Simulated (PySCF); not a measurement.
Species: C5H11PS.
Numbering: `[CH2:1]=[CH:2][P@H:3](=[S:4])[CH:5]([CH3:6])[CH3:7]` (hydrogens: H8, H9 on C1; H10 on C2; H11 on P3; H12 on C5; H13, H14, H15 on C6; H16, H17, H18 on C7)

Geometry (GFN2-xTB, Å), atoms numbered from 1 in this order:
```
atom  x, y, z in Å
C1     2.9033    0.6276   -0.0256
C2     1.8947   -0.0555    0.4898
P3     0.6516   -0.8121   -0.5933
S4     0.9780   -0.6949   -2.4900
C5    -0.9779   -0.1530    0.0161
C6    -2.0840   -0.9783   -0.6272
C7    -1.0647    1.3185   -0.3618
H8     3.6623    1.0962    0.5796
H9     2.9943    0.7314   -1.0976
H10    1.7589   -0.1927    1.5549
H11    0.6032   -2.1120   -0.0622
H12   -1.0017   -0.2695    1.1059
H13   -2.0150   -0.9060   -1.7124
H14   -3.0633   -0.6172   -0.3182
H15   -1.9950   -2.0281   -0.3473
H16   -2.0246    1.7369   -0.0644
H17   -0.9589    1.4252   -1.4414
H18   -0.2699    1.8899    0.1186
```

Computed with PySCF 2.14.0, density-fitted response routines, TDDFT CAM-B3LYP/def2-SVPD, vertical, gas phase, core orbitals frozen in the response.

Kohn–Sham orbitals with the atoms that hold most of them (Löwdin shares over 4%, at most four atoms; ? is withheld):

```tsv
orbital	ε (eV)	atoms
HOMO-3	-10.88	S4 37%, P3 16%, C5 13%, H12 6%
HOMO-2	-9.77	C2 35%, C1 33%, P3 8%, C5 6%
HOMO-1	-7.90	S4 72%, P3 14%, C2 5%
HOMO	?	?
LUMO	0.28	?
LUMO+1	1.11	C2 13%, H10 10%, H12 10%, S4 8%
LUMO+2	1.37	S4 37%, H11 12%, P3 11%, C1 6%
```

Which atoms hold the HOMO, and with what shares?

S4 (bonded to P) 72%; P3 (bonded to 2 C, S and H) 16%; C5 (bonded to 2 C, P and H) 5%.

Give the leading atoms of the LUMO.

C1 (bonded to C and 2 H) 35%; C2 (bonded to C, P and H) 28%; P3 (bonded to 2 C, S and H) 9%; H8 (bonded to C) 6%. By element: carbon 63% or more, phosphorus 9%, hydrogen 6% or more.

What is the HOMO energy, and the HOMO–LUMO gap?

ε(HOMO) = -7.82 eV; the gap is 8.10 eV (0.2976 hartree).

How does S1 compare with the orbital gap of 8.10 eV?

S1 is at 5.16 eV (f = 0.0002), 2.93 eV below the gap, made of HOMO-1→LUMO (97%). Its leading pair isn't HOMO and LUMO; the energies of that pair differ by 8.18 eV. 

Give energy, strength and leading configuration of S1 and S2, and follow the Löwdin shares of the leading atoms from the occupied to the empty orbital.

- S1 (5.16 eV, f 0.0002), HOMO-1→LUMO (97%): S4 72% → at most 7%, P3 14% → 9%, C1 at most 4% → 35%, C2 5% → 28%
- S2 (5.28 eV, f 0.013), HOMO→LUMO (98%): S4 72% → at most 7%, P3 16% → 9%, C1 at most 4% → 35%, C2 at most 4% → 28%

The run took about 2.1 min of CPU time (one thread, shared machine).

One conformer stands for the species.
